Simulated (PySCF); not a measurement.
Stepwise substitution at one centre (In H-Cl). Gas-phase values, no solvent. Strings in code marks are SMILES.

These are PySCF 2.14.0 with PBE-D3(BJ)/def2-TZVP values and carry that method's errors. 

```json
[
 {"species": "0 of 3 H replaced by Cl (`[InH3]`)", "LUMO (eV)": "(withheld)", "HOMO–LUMO gap (eV)": "4.34"},
 {"species": "1 of 3 H replaced by Cl", "LUMO (eV)": "-2.72", "HOMO–LUMO gap (eV)": "4.15"},
 {"species": "2 of 3 H replaced by Cl (`[InH]([Cl])[Cl]`)", "LUMO (eV)": "-2.82", "HOMO–LUMO gap (eV)": "4.71"},
 {"species": "3 of 3 H replaced by Cl (`[Cl][In]([Cl])[Cl]`)", "LUMO (eV)": "(withheld)", "HOMO–LUMO gap (eV)": "4.07"}
]
```

What belongs in the gaps?


- 0 of 3 H replaced by Cl (`[InH3]`), LUMO (eV): -2.65
- 3 of 3 H replaced by Cl (`[Cl][In]([Cl])[Cl]`), LUMO (eV): -3.94
